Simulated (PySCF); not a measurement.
Compound: CH9NOSi2.
Atom-mapped SMILES: `[CH3:1][O:2][SiH2:3][NH:4][SiH3:5]` (hydrogens: H6, H7, H8 on C1; H9, H10 on Si3; H11 on N4; H12, H13, H14 on Si5)

Method: PySCF, PBE0-D3(BJ)/def2-SVP geometry optimisation, gas phase; density fitting, grid level 1; the optimiser is geomeTRIC in internal coordinates, started from a GFN2-xTB structure with every atom displaced at random (about 0.01 Å).

Step 1: E = -20457.4127 eV
```
atom  x, y, z in Å  |  force x, y, z in eV/Å
C1     -2.8810   -0.1602    0.0922    0.245  -0.055   0.066
O2     -1.5112   -0.3380   -0.1575    0.045   0.056   0.038
Si3    -0.2495    0.3555    0.6864   -0.188  -0.126  -0.097
N4      1.1757   -0.2560   -0.0934   -0.114   0.066   0.109
Si5     2.8584   -0.0812    0.3170    0.101  -0.005  -0.046
H6     -3.1739   -0.5436    1.0892    0.016   0.013  -0.066
H7     -3.1792    0.9006    0.0346   -0.011   0.075  -0.002
H8     -3.4547   -0.7112   -0.6688    0.022  -0.015   0.017
H9     -0.3401    1.8484    0.6234    0.053   0.001  -0.010
H10    -0.3371   -0.0405    2.1301    0.037   0.014   0.003
H11     0.9483   -0.9486   -0.8025    0.014  -0.043  -0.029
H12     3.3223   -0.9638    1.4386   -0.061  -0.005  -0.025
H13     3.1198    1.3289    0.7409   -0.048  -0.002  -0.003
H14     3.7008   -0.4074   -0.8797   -0.111   0.027   0.045
```

Step 2: E = -20457.4201 eV
```
atom  x, y, z in Å  |  force x, y, z in eV/Å
C1     -2.8604   -0.1574    0.0910    0.061   0.003   0.004
O2     -1.4973   -0.3464   -0.1582    0.025   0.021   0.013
Si3    -0.2486    0.3487    0.6915   -0.057  -0.021  -0.054
N4      1.1634   -0.2656   -0.0932    0.000  -0.027   0.016
Si5     2.8411   -0.0775    0.3183    0.043  -0.005  -0.033
H6     -3.1547   -0.5324    1.0887   -0.016   0.004   0.001
H7     -3.1523    0.9072    0.0251   -0.010  -0.002  -0.001
H8     -3.4355   -0.7135   -0.6646   -0.024   0.003   0.009
H9     -0.3204    1.8421    0.6185   -0.001   0.007   0.015
H10    -0.3247   -0.0398    2.1376   -0.009   0.011   0.002
H11     0.9388   -0.9605   -0.8024    0.012   0.002   0.021
H12     3.3003   -0.9677    1.4331   -0.005  -0.006  -0.003
H13     3.0785    1.3338    0.7501   -0.013   0.000   0.010
H14     3.6703   -0.3882   -0.8848   -0.008   0.012  -0.001
```

Step 3: E = -20457.4213 eV
```
atom  x, y, z in Å  |  force x, y, z in eV/Å
C1     -2.8577   -0.1554    0.0890    0.000   0.017   0.002
O2     -1.4963   -0.3528   -0.1587   -0.001  -0.008  -0.015
Si3    -0.2520    0.3436    0.6929    0.016   0.028  -0.014
N4      1.1649   -0.2702   -0.0836   -0.009  -0.038   0.007
Si5     2.8447   -0.0775    0.3167    0.001   0.022  -0.001
H6     -3.1556   -0.5197    1.0893   -0.004   0.000   0.011
H7     -3.1452    0.9101    0.0142   -0.002  -0.006  -0.001
H8     -3.4387   -0.7142   -0.6603   -0.005   0.000   0.000
H9     -0.3235    1.8372    0.6169   -0.003   0.004   0.009
H10    -0.3356   -0.0372    2.1407   -0.009  -0.001   0.000
H11     0.9428   -0.9664   -0.7918    0.000  -0.013   0.008
H12     3.3134   -0.9738    1.4223    0.007  -0.008  -0.006
H13     3.0726    1.3324    0.7583    0.001  -0.003   0.009
H14     3.6648   -0.3732   -0.8952    0.008   0.006  -0.009
```

Step 4: E = -20457.4231 eV
```
atom  x, y, z in Å  |  force x, y, z in eV/Å
C1     -2.8541   -0.1476    0.0882   -0.079   0.016   0.004
O2     -1.4970   -0.3664   -0.1605   -0.030  -0.034  -0.049
Si3    -0.2543    0.3299    0.6900    0.081   0.079   0.033
N4      1.1668   -0.2905   -0.0736   -0.008  -0.034   0.008
Si5     2.8469   -0.0748    0.3163   -0.041   0.032   0.012
H6     -3.1549   -0.4874    1.0966    0.012  -0.001   0.012
H7     -3.1303    0.9193   -0.0069    0.010  -0.004  -0.001
H8     -3.4485   -0.7132   -0.6458    0.017  -0.003  -0.006
H9     -0.3223    1.8240    0.6068    0.002  -0.004  -0.004
H10    -0.3515   -0.0361    2.1407   -0.001  -0.017  -0.003
H11     0.9516   -0.9922   -0.7783   -0.010  -0.018   0.010
H12     3.3393   -0.9832    1.4013    0.015  -0.009  -0.011
H13     3.0464    1.3311    0.7843    0.006  -0.006   0.006
H14     3.6605   -0.3300   -0.9084    0.024   0.003  -0.011
```

Task: Estimate the geometry and energy of step 5. (The exact step hangs on the optimiser's Hessian estimate; all steps are aligned on step 4, rigid shifts and turns removed.)

Result: E = -20457.4261 eV, largest force 0.188 eV/Å
```
atom  x, y, z in Å  |  force x, y, z in eV/Å
C1     -2.8503   -0.1328    0.0855   -0.147   0.006   0.005
O2     -1.4998   -0.3885   -0.1619   -0.040  -0.040  -0.067
Si3    -0.2568    0.3074    0.6867    0.124   0.116   0.082
N4      1.1685   -0.3320   -0.0523    0.019  -0.020   0.003
Si5     2.8479   -0.0696    0.3148   -0.082   0.034   0.019
H6     -3.1538   -0.4273    1.1077    0.025   0.000   0.005
H7     -3.1063    0.9351   -0.0485    0.019  -0.002  -0.001
H8     -3.4632   -0.7126   -0.6220    0.035  -0.005  -0.009
H9     -0.3118    1.8016    0.5862    0.008  -0.013  -0.017
H10    -0.3763   -0.0335    2.1421    0.003  -0.030  -0.008
H11     0.9629   -1.0467   -0.7465   -0.024  -0.030   0.012
H12     3.3935   -0.9995    1.3548    0.017  -0.011  -0.016
H13     2.9938    1.3240    0.8360    0.010  -0.006   0.001
H14     3.6503   -0.2426   -0.9317    0.033   0.001  -0.007
```

The energy changes by -0.0030 eV. The first-order estimate −F·Δx gives -0.0034 eV and the mean of the old and new forces, exact on a quadratic surface, -0.0026 eV. The step makes an angle of 84° with the force vector and moves no atom by more than 0.091 Å.

The cost below is that of the whole optimisation. The run took 3.0 min of wall time on an Arm Neoverse V2 with one thread, no GPU, shared host with 96 logical CPUs at a one-minute load of 81, and the process peaked at 0.52 GiB of memory.
